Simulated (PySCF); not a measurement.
# How methods differ on the excitation energy of P

P [Ne] 3s2 3p3 (4S) → P [Ne] 3s1 3p4 (4P), as a difference of total energies. Calculation: PySCF 2.14, in dyall-acv3z; no relativity, point nucleus. Correlated levels: valence: [Ne] frozen; valence and next inner shell: 1s2 frozen; virtual orbitals above 40 to 60 times the deepest correlated orbital energy dropped. The calculations carry no spin-orbit coupling.

| method | excitation energy (cm⁻¹) |
| --- | --- |
| UHF | 63649 |
| LDA | 64531 |
| PBE | 63738 |
| PBE0 | 64501 |
| r2SCAN | 61193 |
| TPSS | 63361 |
| M06-2X | 65210 |
| MN15 | 62189 |
| MP2 (valence) | 64786 |
| SCS-MP2 (valence) | 65045 |
| MP2 (valence and next inner shell) | 65673 |
| SCS-MP2 (valence and next inner shell) | 65704 |

Errors of the correlated levels include the incompleteness of this basis and the frozen core.

For comparison: 59643 cm⁻¹ (measured; NIST levels, between the centres of gravity of the two terms).
